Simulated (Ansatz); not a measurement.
## Reading a saddle point

A first-order saddle point of SiNH₇F₂, closed shell, PBE0-D4/def2-TZVP, with one imaginary mode of 1048i cm⁻¹:

Si1  (-0.331, -0.676, 0.089)
H2  (1.152, -0.364, 0.796)
H3  (-0.087, -1.597, -1.040)
H4  (-0.474, -1.585, 1.274)
N5  (-1.679, 0.305, 0.352)
H6  (1.329, 0.933, -0.997)
F7  (0.221, 0.715, -1.176)
H8  (1.747, 0.143, 0.282)
F9  (2.340, 0.889, -0.499)
H10  (-2.301, 0.128, 1.121)
H11  (-1.917, 1.109, -0.201)
(Å)

Program: Ansatz 0.2.0. Basis: def2-TZVPP and def2-QZVPP. Cores are frozen in the correlated methods. Extrapolation: Hartree–Fock as exp(−7.88 √X), correlation as X^−2.97.

Question: Which contacts change along the imaginary mode, and what lies on either side? (A judgement: the text doesn't fix the answer.)

Answer: By the calculation: The step is SiNH₅ ([NH2][SiH3]) + HF + HF → SiNH₄F ([NH2][SiH2][F]) + HF + H₂, with the molecules in contact on both sides. Shortening one way: Si1–F7, H2–H8, H6–F9; lengthening the same way: Si1–H2, H6–F7, H8–F9.
```tsv
pair	one side (Å)	saddle (Å)	other side (Å)
Si1–F7	3.82	1.96	1.63
H2–H8	1.50	0.94	0.75
H6–F9	1.69	1.13	0.93
Si1–H2	1.52	1.67	4.11
H6–F7	0.94	1.14	1.75
H8–F9	0.94	1.23	2.53
```

Question: Which side is lower, and how far does the saddle lie above each? (To be estimated.)

Answer: Computed: The side with Si1–F7, H2–H8, H6–F9 short is lower by 29.12 kcal/mol; the saddle lies 57.53 kcal/mol above it and 28.41 kcal/mol above the other (CCSD(T) at an estimated basis limit (MP2 extrapolated from triple and quadruple zeta, plus CCSD(T) − MP2 in triple zeta); electronic energies).

No T1 diagnostic of these runs exceeds 0.012.

Labels in which every atom is bracketed show which atoms are joined, not bond orders.

For scale, one of the runs: CCSD(T)/def2-TZVPP, 233 basis functions, launched by `ansatz run in.yaml --threads 4 --pin off --events-out ev --progress --plain --max-ram 9574MiB`. Hardware: 4 CPU threads of an Arm Neoverse V2, shared host. Wall time 110 s; peak host memory 4.3 GiB.
